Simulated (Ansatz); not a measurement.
CoF₂. Charge 0, multiplicity 2. Geometry PBE-D4/def2-TZVP.

```xyz
3

Co    0.000    0.000    0.000
F     1.693    0.295   -0.006
F    -1.693   -0.295    0.006
```

At HF/def2-TZVP, LDA (SPW92)/def2-TZVP, r2SCAN-D4/def2-TZVP, r2SCAN-D4/def2-TZVPD and others the charge 0 doublet is spin-contaminated (final ⟨S²⟩ up to 1.76, 0.75 for a pure state). At LDA (SPW92)/def2-TZVP an occupied level of the charge 0 doublet lies above an empty one (by up to 0.53 eV), so this SCF solution is probably not the lowest. At LDA (SPW92)/def2-TZVP the gap within one spin of the charge 0 doublet nearly closes, so an electron or hole may be smeared out by delocalisation error. The geometry of the doublet was relaxed on an unsound state (⟨S²⟩ 1.75, where a pure state has 0.75). At PBE0-D4/def2-TZVP a quartet of charge 0 lies 0.93 eV below the doublet, each at its own geometry. The structure comes from a short search, and lower isomers may exist.

**Question.** Estimate the α-spin orbital energies around the gap (eV) in Ansatz with HF/def2-TZVP, LDA (SPW92)/def2-TZVP, r2SCAN-D4/def2-TZVP, r2SCAN-D4/def2-TZVPD, CAM-B3LYP-D4/def2-TZVP.

**Answer.** 
```csv
orbital,HF/def2-TZVP,LDA (SPW92)/def2-TZVP,r2SCAN-D4/def2-TZVP,r2SCAN-D4/def2-TZVPD,CAM-B3LYP-D4/def2-TZVP
HOMO−9,-21.08,-12.45,-12.04,-12.10,-15.14
HOMO−8,-21.08,-11.18,-11.40,-11.44,-15.08
HOMO−7,-18.23,-11.18,-11.40,-11.44,-15.08
HOMO−6,-18.23,-10.68,-10.31,-10.38,-13.21
HOMO−5,-18.00,-10.26,-10.01,-10.07,-13.13
HOMO−4,-16.46,-10.26,-10.01,-10.07,-13.13
HOMO−3,-16.37,-7.53,-8.31,-8.35,-12.16
HOMO−2,-16.37,-7.53,-8.31,-8.35,-12.16
HOMO−1,-15.36,-6.96,-7.54,-7.57,-11.33
HOMO,-15.36,-6.96,-7.54,-7.57,-11.33
LUMO,0.06,-6.88,-5.95,-5.97,-3.73
LUMO+1,5.12,-1.48,-0.73,-0.84,0.60
LUMO+2,5.63,1.23,1.85,0.12,3.19
LUMO+3,5.63,1.23,1.85,0.12,3.19
LUMO+4,7.18,3.81,4.60,1.35,5.66
LUMO+5,7.18,4.88,5.32,2.62,5.93
β HOMO,-14.78,-6.35,-7.19,-7.23,-11.01
β LUMO,1.35,-6.03,-4.64,-4.67,-2.12
```
